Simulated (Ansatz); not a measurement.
Computed with Ansatz on PBE0-D4/def2-TZVP structures; ΔE is electronic, products minus reactants. CBS: MP2 limit from def2 TZ/QZ plus the TZ coupled-cluster correction, frozen cores. This one scheme is used for every species. Functionals use def2-TZVPP. B3LYP here is the variant with VWN-RPA as its local correlation; programs differ in this. HSE06 is defined as in plane-wave codes. Each species was taken in one conformer, which may not be the lowest.

Reaction (formal hydrolysis of the Si–Si bond): `O[SiH2][Si](F)(Cl)Cl` + H₂O → `O[Si](F)(Cl)Cl` + `O[SiH3]`

```
             level  ΔE (kJ/mol)  difference from CCSD(T)/CBS
       LDA (SPW92)       -106.6                         10.5
            PBE-D4        -94.3                         22.8
         revPBE-D4        -94.0                         23.1
           BLYP-D4       -106.0                         11.1
         r2SCAN-D4       -118.6                         -1.5
            B97M-V       -122.7                         -5.6
           PBE0-D4       -103.6                         13.5
          B3LYP-D4       -113.2                          3.9
        r2SCANh-D4       -119.9                         -2.8
        r2SCAN0-D4       -121.7                         -4.6
          HSE06-D4       -103.5                         13.6
          BHLYP-D4       -123.6                         -6.5
      CAM-B3LYP-D4       -123.6                         -6.5
           ωB97X-V       -118.2                         -1.1
           ωB97M-V       -124.0                         -6.9
          PBE-QIDH       -120.1                         -3.0
               PBE        -99.3                         17.8
            revPBE        -97.4                         19.7
              BLYP       -114.3                          2.8
            r2SCAN       -120.2                         -3.1
              PBE0       -108.5                          8.6
           r2SCANh       -121.7                         -4.6
             HSE06       -108.3                          8.8
         CAM-B3LYP       -129.0                        -11.9
           LC-ωPBE       -117.5                         -0.4
RPA@PBE/def2-TZVPP       -121.5                         -4.4
      MP2/def2-SVP       -129.5                        -12.4
     CCSD/def2-SVP       -124.9                         -7.8
  CCSD(T)/def2-SVP       -122.6                         -5.5
     HF/def2-TZVPP       -145.5                        -28.4
    MP2/def2-TZVPP       -127.2                        -10.1
SCS-MP2/def2-TZVPP       -130.2                        -13.1
   CCSD/def2-TZVPP       -125.7                         -8.6
CCSD(T)/def2-TZVPP       -122.4                         -5.3
     HF/def2-QZVPP       -146.5                        -29.4
    MP2/def2-QZVPP       -124.6                         -7.5
SCS-MP2/def2-QZVPP       -127.6                        -10.5
      HF/CBS(def2)       -146.6                        -29.5
     MP2/CBS(def2)       -122.0                         -4.9
    CCSD/CBS(def2)       -120.4                         -3.3
       CCSD(T)/CBS       -117.1                            0
```

Largest T1 diagnostic among the species: 0.011.

Leaving LDA and LC-ωPBE aside and taking each functional with its dispersion term where it has one, the values, not all of them listed here, spread over 31.1 kJ/mol, from B2PLYP to revPBE-D4. LDA lies −7.3 kJ/mol from PBE without D4. From r2SCAN to r2SCAN0 (25 % exact exchange), in def2-TZVPP and without D4, ΔE moves by −3.5 kJ/mol. In def2-TZVPP, CCSD(T) changes the Hartree–Fock value by +23.2 kJ/mol (the triples alone add +3.3 kJ/mol) and MP2 by +18.3 kJ/mol.
